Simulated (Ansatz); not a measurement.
Ansatz (a quantum-chemistry and plane-wave program) input (wB97X-V/def2-TZVP):

Ansatz 0.2 input:
```yaml
crystal:
  periodic: [false, false, false]
  atoms:
    - {symbol: Se, position_ang: [-0.00000000, -0.00000000, -1.09408869]}
    - {symbol: Se, position_ang: [0.00000000, 0.00000000, 1.09408869]}
basis:
  gaussian:
    orbitals: def2-TZVP
hamiltonian:
  xc: {name: wB97X-V}
magnetization: {spin_polarized: true, initial_magnetization: 2}
relax: {f_tol: 0.003, max_steps: 100}
```

End of the output:

```
relax step   2: F+E_penalty+E_count = -130687.04789557 eV  Δ(F+E_penalty+E_count) = -2.003e-2 eV  max|allowed force component| = 4.203e-1 eV/Å  Δτ_max = 0.0291 Å  (37 SCF iters, accepted)
these checks for a lower state are left out or cut short: starts, cluster_reference, orbital_swaps, neighbouring_geometries, increment
integrals: 0.04 GiB planned
679 factors; integrals over basis functions are off by at most 2.3e-4 eV
integrals: 0.10 GiB planned
133 factors; integrals over basis functions are off by at most 3.2e-5 eV
mean field: 0.81 GiB planned
mean field evaluation 32: about -130687.0511 eV, gradient 8.5e-4 eV
mean field -130687.05105117 eV, -4802.6605432658 hartree, gradient 1.1e-5 eV, S^2 2.013411; 0 other end points of the search recorded, 0 dependent functions left out
the calculation of the forces begins
reference -130687.05105025 eV, -4802.6605432319 hartree; 35, 33 occupied and 61, 63 virtual orbitals, 679 factors
relax step   3: F+E_penalty+E_count = -130687.05105117 eV  Δ(F+E_penalty+E_count) = -3.156e-3 eV  max|allowed force component| = 2.072e-2 eV/Å  Δτ_max = 0.0080 Å  (38 SCF iters, accepted)
these checks for a lower state are left out or cut short: starts, cluster_reference, orbital_swaps, neighbouring_geometries, increment
integrals: 0.04 GiB planned
679 factors; integrals over basis functions are off by at most 2.3e-4 eV
integrals: 0.10 GiB planned
133 factors; integrals over basis functions are off by at most 3.2e-5 eV
mean field: 0.81 GiB planned
mean field -130687.05105418 eV, -4802.6605433765 hartree, gradient 8.8e-5 eV, S^2 2.013399; 0 other end points of the search recorded, 0 dependent functions left out
the calculation of the forces begins
reference -130687.05105326 eV, -4802.6605433426 hartree; 35, 33 occupied and 61, 63 virtual orbitals, 679 factors
relax step   4: F+E_penalty+E_count = -130687.05105418 eV  Δ(F+E_penalty+E_count) = -3.012e-6 eV  max|allowed force component| = 1.644e-2 eV/Å  Δτ_max = 0.0007 Å  (28 SCF iters, accepted)
these checks for a lower state are left out or cut short: starts, cluster_reference, orbital_swaps, neighbouring_geometries, increment
integrals: 0.04 GiB planned
679 factors; integrals over basis functions are off by at most 2.3e-4 eV
integrals: 0.10 GiB planned
133 factors; integrals over basis functions are off by at most 3.2e-5 eV
mean field: 0.81 GiB planned
mean field -130687.05105922 eV, -4802.6605435614 hartree, gradient 4.1e-5 eV, S^2 2.013405; 0 other end points of the search recorded, 0 dependent functions left out
the calculation of the forces begins
reference -130687.05105830 eV, -4802.6605435276 hartree; 35, 33 occupied and 61, 63 virtual orbitals, 679 factors
relax step   5: F+E_penalty+E_count = -130687.05105922 eV  Δ(F+E_penalty+E_count) = -5.033e-6 eV  max|allowed force component| = 3.152e-5 eV/Å  Δτ_max = 0.0003 Å  (27 SCF iters, accepted)
integrals: 0.04 GiB planned
679 factors; integrals over basis functions are off by at most 2.3e-4 eV
integrals: 0.10 GiB planned
133 factors; integrals over basis functions are off by at most 3.2e-5 eV
mean field: 0.81 GiB planned
mean field evaluation 64: about -130685.8583 eV, gradient 4.4e0 eV
mean field -130687.05105922 eV, -4802.6605435614 hartree, gradient 4.1e-5 eV, S^2 2.013405; 2 other end points of the search recorded, 0 dependent functions left out
the calculation of the forces begins
reference -130687.05105830 eV, -4802.6605435276 hartree; 35, 33 occupied and 61, 63 virtual orbitals, 679 factors
Total energy: -130687.05105830 eV, -4802.6605435276 hartree
Atom 0 at    -0.000000    -0.000000    -1.072627 Å, force    -0.000000    -0.000000     0.000032 eV/Å
Atom 1 at     0.000000     0.000000     1.072627 Å, force    -0.000000    -0.000000    -0.000032 eV/Å
Dipole moment:     0.000000    -0.000000     0.000000 e Å
```
